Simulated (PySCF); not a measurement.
# Relaxation of quintet OsS(OH)₂

Method: UB3LYP/[Os def2-SVP with ECP60, S def2-SVP, O def2-SVP, H def2-SVP], scalar-relativistic core potentials, density fitting, no spin–orbit coupling, PySCF. A (50,194) grid was used.

A hand-made T-shaped (ligand arrangement 2) (heavy-atom frame) start, of C2 symmetry, held to at least that symmetry:

Coordinates in bohr (charge 0 multiplicity 5):
```
Os    0.0000    0.0000   -0.5089
S     0.0000    0.0000    3.4595
O     3.6260    0.0000   -0.3823
O    -3.6260    0.0000   -0.3823
H     4.7914   -1.3897   -0.3417
H    -4.7914    1.3897   -0.3417
```

Optimiser trace:
```csv
step,E − E(last) (kJ/mol),largest gradient (Eh/bohr)
0,118.37,0.04922
1,66.53,0.02319
2,40.59,0.03789
3,30.17,0.02899
4,22.16,0.00822
5,18.81,0.01779
6,15.67,0.01610
7,8.73,0.00936
8,4.84,0.00807
9,2.50,0.00483
10,1.47,0.00828
11,0.79,0.00421
12,0.18,0.00356
13,0.06,0.00107
14,0.03,0.00039
15,0.02,0.00027
16,0.01,0.00044
17,0.00,0.00034
18,0.00,0.00012
```

It ends at C2v with Os–O 1.931 Å (×2), Os–S 2.154 Å, O–H 0.968 Å (×2); H–O–Os 123.7° (×2), O–Os–O 153.9°, O–Os–S 103.1° (×2). The frequency run here used a shortcut that can spoil soft modes, so no verdict on minimum or saddle point is given.

Final geometry:
Z-matrix (Å, degrees; charge 0 multiplicity 5):
```
Os
S  1 2.1541
O  1 1.9305 2 103.05
O  1 1.9305 2 103.05 3 180.00
H  3 0.9685 1 123.67 2 0.00
H  4 0.9685 1 123.67 2 0.00
```

Open d and f shells are described by one determinant, and the ground state may have another occupation or spin. At this level a triplet minimum of Cs symmetry lies 95 kJ/mol below this structure. With an element this heavy the missing spin–orbit coupling can shift these numbers.

The relaxation took roughly 2.8 core-minutes on a shared host.
